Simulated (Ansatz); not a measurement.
Geometry optimisation, RKS PBE0/def2-SVP in Ansatz.

Input file:

```yaml
crystal:
  periodic: [false, false, false]
  atoms:
    - { symbol: Ti, position_ang: [0.0, 0.0, 0.0] }
    - { symbol: F, position_ang: [0.0, 0.0, 2.18] }
    - { symbol: F, position_ang: [1.7257, 0.0, -0.6094] }
    - { symbol: Cl, position_ang: [-1.1163, 1.9339, -0.7892] }
    - { symbol: F, position_ang: [-0.8619, -1.4933, -0.6094] }
    - { symbol: O, position_ang: [0.8322, 1.9354, 0.7] }
    - { symbol: H, position_ang: [1.6233, 1.7635, 1.304] }
    - { symbol: H, position_ang: [0.4968, 1.1553, 1.8464] }
basis:
  gaussian: { orbitals: def2-SVP }
hamiltonian:
  xc: pbe0
relax:
  f_tol: 0.15
  max_steps: 25
  restrain:
    - { distance: [0, 5], at: 3.12, k: 30.0 }
    - { distance: [7, 1], at: 2.12, k: 30.0 }
    - { distance: [0, 1], at: 1.83, k: 30.0 }
    - { distance: [7, 5], at: 1.01, k: 30.0 }
```

Run as:

```bash
$ ansatz run input.yaml --threads 4 --pin off --max-ram 5120MiB --backend cpu --events-out ev --progress --plain --runs-dir out
```

Problem. Where does it end, and by what steps?

Solution. The run converged. The restraints hold the end off the free minimum. After 8 steps the energy has fallen by 3.840 eV (the restraints' own energy left out); O6 moved furthest, 0.80 Å. Parted: Ti1–O6 (2.22 → 3.11 Å). Joined: O6–H8 (1.43 → 0.98 Å).

| step | energy less start (eV) | largest force component (eV/Å) | accepted |
| --- | --- | --- | --- |
| 0 | 0.0000 | 5.314 | yes |
| 1 | -0.6987 | 4.909 | yes |
| 2 | -1.6676 | 5.483 | yes |
| 3 | -2.7636 | 4.601 | yes |
| 4 | -3.6303 | 2.271 | yes |
| 5 | -3.7795 | 1.661 | yes |
| 6 | -3.8103 | 1.601 | yes |
| 7 | -3.8265 | 1.503 | yes |
| 8 | -3.8404 | 1.380 | yes |

```xyz
8
Properties=species:S:1:pos:R:3
Ti -0.175 -0.138 -0.118
F -0.264 -0.123 1.668
F 1.452 -0.156 -0.676
Cl -1.385 1.402 -1.051
F -0.843 -1.641 -0.615
O 1.144 2.258 1.358
H 2.063 1.969 1.397
H 0.708 1.724 2.059
```

Run time: 25 s on 4 threads of Arm Neoverse V1, with other jobs on the host, peak memory 0.31 GiB.
